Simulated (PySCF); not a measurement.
Isomers of C5H7F3O, one GFN2-xTB conformer each. Single-point energies are computed at B3LYP/def2-SVPD (PySCF, gas phase, no added dispersion term), electronic only.

Question: Rank them by B3LYP/def2-SVPD energy, lowest first (kcal/mol).
A. `[CH3:1][C@@H:2]1[CH2:3][O:4][C:5]([F:6])([F:7])[C@H:8]1[F:9]` with C1–C2–C3–O4 -154°, C2–C3–O4–C5 30°, C3–O4–C5–F6 104°, O4–C5–C8–F9 -125°
B. `[CH3:1][C@@H:2]1[C@@H:3]([F:4])[C@H:5]1[O:6][CH:7]([F:8])[F:9]` with C3–C5–O6–C7 -72°, C5–O6–C7–F8 -68°
C. `[CH3:1][C@@H:2]1[C@@H:3]([F:4])[C@@H:5]1[O:6][CH:7]([F:8])[F:9]` with C3–C5–O6–C7 73°, C5–O6–C7–F8 -84°

Answer: A (0.0), C (26.4), B (27.0).

As drawn, the highest has a three-membered ring, which the lowest lacks. Neighbours under 2.5 kcal/mol apart (C[C@@H]1[C@@H](F)[C@@H]1OC(F)F and C[C@@H]1[C@@H](F)[C@H]1OC(F)F) can change places with a better method, another conformer or zero-point energy. C[C@@H]1[C@@H](F)[C@@H]1OC(F)F and C[C@@H]1[C@@H](F)[C@H]1OC(F)F are stereoisomers, 0.6 kcal/mol apart in the conformers taken. GFN2-xTB itself gives, in the same order: 0.0, 24.8, 26.0. Both levels put the same isomer lowest; measured from each level's own lowest isomer, the values differ by up to 1.6 kcal/mol (C[C@@H]1[C@@H](F)[C@@H]1OC(F)F: 24.8 against 26.4).

Q: Which frontier levels, dipoles and rotational constants go with these structures?

A: 
```
                        SMILES  HOMO (eV, B3LYP/def2-SVPD)  LUMO (eV)  dipole (D)       A, B, C (MHz)
      C[C@@H]1COC(F)(F)[C@H]1F                       -8.85       0.11        4.39    2404, 1447, 1142
C[C@@H]1[C@@H](F)[C@@H]1OC(F)F                       -7.97       0.24        1.93   2512, 1009, 843.4
 C[C@@H]1[C@@H](F)[C@H]1OC(F)F                       -8.05       0.26        3.73  2959, 914.4, 821.4
```
